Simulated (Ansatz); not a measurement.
Molecule: sum formula H₇Si₃O, net charge 0, doublet state. It need not be the lowest isomer of its formula. 
Geometry from a B3LYP-D3(BJ)/def2-TZVP (Ansatz, an electronic-structure program) optimisation:
SMILES: [Si](O)([SiH3])[SiH3]
```xyz
11

O      0.0289     1.8334    -0.7710
Si    -0.1666     0.5499     0.2789
Si     1.9520    -0.3725     0.6552
Si    -1.7973    -0.9788    -0.4489
H     -0.7622     2.2376    -1.1389
H      1.7674    -1.5310     1.5638
H      2.6064    -0.8420    -0.5931
H      2.8407     0.6169     1.3101
H     -3.0855    -0.2659    -0.6479
H     -1.4546    -1.6588    -1.7261
H     -1.9772    -2.0053     0.6061
```
Charge 0, spin multiplicity 2.

Wanted: atomisation energy (electronic, to ground-state atoms), in kJ/mol. Cores are frozen in the correlated levels unless marked. UHF or UKS for open shells. No spin-orbit coupling. No relativistic terms. The coupled-cluster limit lacks core correlation, which all-electron functionals hold. CBS(X,Y): correlation extrapolated as X^-3; Hartree-Fock from the larger set.

| level | program | atomisation energy (kJ/mol) | minus last row |
|---|---|---|---|
| PBE-D4/def2-TZVPD | Ansatz + dftd4 | 3298.9 | -22.8 |
| B3LYP-D4/def2-TZVPD | Ansatz + dftd4 | 3307.5 | -14.2 |
| CAM-B3LYP-D4/def2-TZVPD | Ansatz + dftd4 | 3317.1 | -4.6 |
| RI-MP2/CBS(aug-cc-pV(T+d)Z,aug-cc-pV(Q+d)Z) | Ansatz | 3312.9 | -8.8 |
| RI-MP2/CBS(cc-pV(T+d)Z,cc-pV(Q+d)Z) | Ansatz | 3310.4 | -11.3 |
| SCS-MP2/6-31G* | Ansatz | 2863.2 | -458.5 |
| CCSD(T)/CBS(cc-pV(T+d)Z,cc-pV(Q+d)Z) | Ansatz | 3321.7 | 0.0 |
